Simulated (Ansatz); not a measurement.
Frontier orbitals of `[CH3][In-]([CH3])([CH3])[NH3+]`.

```xyz
17

C    -0.8626    1.1771   -1.7374
In   -0.1128    0.4075    0.1564
C    -1.5365   -0.3066    1.6411
C     1.8908    0.9652    0.8011
N     0.4965   -1.7929   -0.6883
H    -1.7139    0.5934   -2.0969
H    -1.1990    2.2107   -1.6239
H    -0.0863    1.1680   -2.5066
H    -1.0520   -0.9439    2.3851
H    -2.3478   -0.8719    1.1757
H    -1.9872    0.5343    2.1741
H     2.5871    0.9961   -0.0408
H     2.2786    0.2664    1.5465
H     1.8832    1.9587    1.2563
H    -0.2417   -2.1766   -1.2664
H     1.3390   -1.7456   -1.2491
H     0.6646   -2.4399    0.0730
```

Charge 0, multiplicity 1. Correlated methods include outer-core shells of In, which these sets cover unevenly. In takes the def2 core potential. The geometry is a stationary point of PBE0-D4/def2-TZVP. It is one conformer, not always the lowest. Basis def2-TZVPP, the Gaussian-basis code of Ansatz.

Orbital energies of one run (eV). Highest occupied ones, from the top: -5.20, -5.20, -7.15, -8.62, -8.62, -8.62, -8.80, -8.80, -8.80, -9.47, -12.87, -12.87, -15.42, -15.42. Empty: -0.85, 0.05, 0.42, 0.42, 1.63, 1.63.

Problem. Which functional gave them?
A. CAM-B3LYP
B. revPBE
C. ωB97M-V
D. r2SCAN0

Solution. B. HOMO energies: revPBE -5.20, r2SCAN0 -6.57, ωB97M-V -8.63, CAM-B3LYP -7.74 eV.
